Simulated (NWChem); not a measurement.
Species: C4H6S; SMILES S1CCC=C1

All runs: NWChem. Pople sets run with spherical d functions. Each level has its own optimisation; frequencies are unscaled. Brackets give each atom's bonded neighbours. One conformer.

```tsv
level	r C–C [C(CCH)–C(CHS)] (Å)	r C–C [C(CCH)–C(CCHH)] (Å)	r C–H [C(CCH)–H(C)] (Å)	r C–S [C(CHS)–S(CC)] (Å)	highest harmonic frequency (cm⁻¹)	lowest (cm⁻¹)	zero-point energy (kcal/mol)	dipole (D)
Hartree-Fock/STO-3G	1.309	1.525	1.081	1.759	3749	64	67.2	0.74
Hartree-Fock/3-21G	1.312	1.519	1.072	1.836	3439	131	60.7	2.34
Hartree-Fock/6-31G*	1.318	1.510	1.075	1.770	3419	159	60.8	1.92
B3LYP/6-31G*	1.336	1.512	1.086	1.777	3242	149	56.6	1.72
LDA (Slater exchange, VWN5)/def2-SVP	1.344	1.496	1.102	1.750	3154	182	54.4	1.35
PBE/def2-SVP	1.351	1.512	1.100	1.769	3159	159	54.5	1.40
BLYP/def2-SVP	1.352	1.521	1.100	1.785	3138	145	54.2	1.33
PBE0/def2-SVP	1.338	1.504	1.092	1.759	3252	163	56.4	1.54
```
